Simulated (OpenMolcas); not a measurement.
What dynamic correlation does to the levels of neutral lanthanum

```json
{
 "Program": "OpenMolcas 26.06",
 "Basis": "ANO-R1 [7s5p4d1f]",
 "Scalar Hamiltonian": "X2C, finite nucleus",
 "Active space": "3 electrons in 6 orbitals (5d 6s)",
 "State averaging": "2S+1 = 2 even, 65 roots; 2S+1 = 4 even, 20 roots kept (CI in the orbitals of an earlier block)",
 "Spin-orbit coupling": "state interaction with AMFI integrals over the reference wave functions, term energies averaged over their components"
}
```

Methods on the same reference wave functions:
A. CASSCF
B. SS-CASPT2, IPEA 0.25 Eh, imaginary shift 0.1 Eh (closed shells correlated: 5s 5p)
C. MS-CASPT2, IPEA 0.25 Eh, imaginary shift 0.1 Eh (closed shells correlated: 5s 5p)

Energies in cm-1 above 5d 6s2 2D 3/2, the measured ground level; measured values from NIST Handbook of Basic Atomic Spectroscopic Data.

```json
{"Level": "5d 6s2 2D 3/2 [61 %]", "A": "0.0", "B": "0.0", "C": "0.0", "Measured": "0.0"}
{"Level": "5d2 6s 4F 5/2 [74 %]", "A": "608", "B": "2730", "C": "3180", "Measured": "3010"}
{"Level": "5d2 6s 4F 3/2 [61 %]", "A": "653", "B": "2390", "C": "2830", "Measured": "2668"}
{"Level": "5d 6s2 2D 5/2 [74 %]", "A": "1151", "B": "771", "C": "904", "Measured": "1053"}
{"Level": "5d2 6s 4F 7/2", "A": "1237", "B": "3190", "C": "3660", "Measured": "3495"}
{"Level": "5d2 6s 4F 9/2", "A": "1861", "B": "3820", "C": "4290", "Measured": "4122"}
{"Level": "5d2 6s 4P 1/2", "A": "7201", "B": "7990", "C": "8460", "Measured": "7231"}
{"Level": "5d2 6s 4P 3/2", "A": "7437", "B": "8230", "C": "8700", "Measured": "7491"}
{"Level": "5d2 6s 4P 5/2", "A": "7751", "B": "8490", "C": "8950", "Measured": ""}
{"Level": "5d2 6s 2F 5/2", "A": "8814", "B": "9110", "C": "9520", "Measured": ""}
{"Level": "5d2 6s 2P 1/2", "A": "9611", "B": "10220", "C": "10560", "Measured": "9044"}
{"Level": "5d2 6s 2F 7/2", "A": "9683", "B": "10010", "C": "10450", "Measured": "8052"}
{"Level": "5d2 6s 2G 7/2", "A": "11238", "B": "12060", "C": "12470", "Measured": "9961"}
{"Level": "5d2 6s 2G 9/2", "A": "11263", "B": "12110", "C": "12480", "Measured": "9920"}
{"Level": "5d2 6s 2D 5/2", "A": "11788", "B": "10780", "C": "11590", "Measured": "9184"}
{"Level": "5d3 4F 3/2", "A": "12691", "B": "14640", "C": "15110", "Measured": "12431"}
{"Level": "5d3 4F 5/2", "A": "13053", "B": "15020", "C": "15490", "Measured": "12787"}
{"Level": "5d3 4F 7/2", "A": "13548", "B": "15520", "C": "15990", "Measured": "13238"}
{"Level": "5d3 4F 9/2", "A": "14151", "B": "16110", "C": "16570", "Measured": "13747"}
{"Level": "5d3 4P 1/2", "A": "19533", "B": "20290", "C": "20760", "Measured": "16617"}
{"Level": "5d3 4P 3/2", "A": "19727", "B": "20470", "C": "20930", "Measured": "16735"}
{"Level": "5d3 4P 5/2", "A": "20082", "B": "20840", "C": "21310", "Measured": "17099"}
{"Level": "5d3 2G 9/2 [52 %]", "A": "21466", "B": "22380", "C": "22920", "Measured": ""}
{"Level": "5d3 2G 7/2", "A": "21541", "B": "22230", "C": "22780", "Measured": "17023"}
```

Deviations, from unrounded energies. A percentage is the sum of absolute deviations over the sum of measured energies, with the sign that they share, or ± where signs differ.

```json
{"Against measurement": "mean absolute deviation (cm-1)", "Levels": "20", "A": "1600", "B": "1900", "C": "2200"}
{"Against measurement": "fine structure of the ground term (%)", "Levels": "1", "A": "+9.3", "B": "-26.8", "C": "-14.1"}
{"Against measurement": "other configurations (%)", "Levels": "19", "A": "±16.0", "B": "±19.2", "C": "+22.6"}
```

A lies closest to measurement on these levels and C furthest from it. The largest miss of A in the table is 5d3 2G 7/2, by +4500 cm-1. The ranking rests on the paired levels alone, and a cruder setting can come out closer through cancelling errors.

Between B and C the level of the table that moves most is 5d2 6s 2D 5/2, by 820 cm-1 (lowest in B, highest in C). Moves below CASPT2's spread within the term are not significant.

The mean deviations of B to C differ by less than CASPT2's widest spread within a term (420 cm-1), so their order carries little weight.

The lowest spin-free term lies below A's lowest term by 0.190 hartree in B, 0.192 hartree in C.

CASPT2 does not keep the components of a term degenerate, so their means are used; among the terms shown or strongly mixed into the levels shown the widest spread is 420 cm-1 (5d2 6s 2F, C). Terms from blocks run as CI alone lack orbitals of their own. Configurations are named by rounded mean occupations; where the s occupation lies near a half they are strongly mixed, a name can repeat and a true partner stay unpaired. A single d shell beside an s shell can misplace configurations of different d count against each other. Without dynamic correlation excited terms often stand tens of per cent too high (terms of higher spin than the ground term too low), and those without a measured partner can miss by more than the paired ones (holds for A). Some levels mix across a computed gap that differs much from the measured one, so their mixing is not that of the real levels (holds for A). Measured partners are found by configuration, term and J. A level has none where our copy of the source lacks it or the pairing is in doubt (some pairs that miss far off the trend of their configuration count as doubtful), and it then counts in no deviation. Levels of configurations outside the active space are missing. The table leaves out levels that lie high or whose names do not pair safely across all columns.

A share in square brackets marks a mixed level and gives the weight of the term that names it, the lowest over the columns.
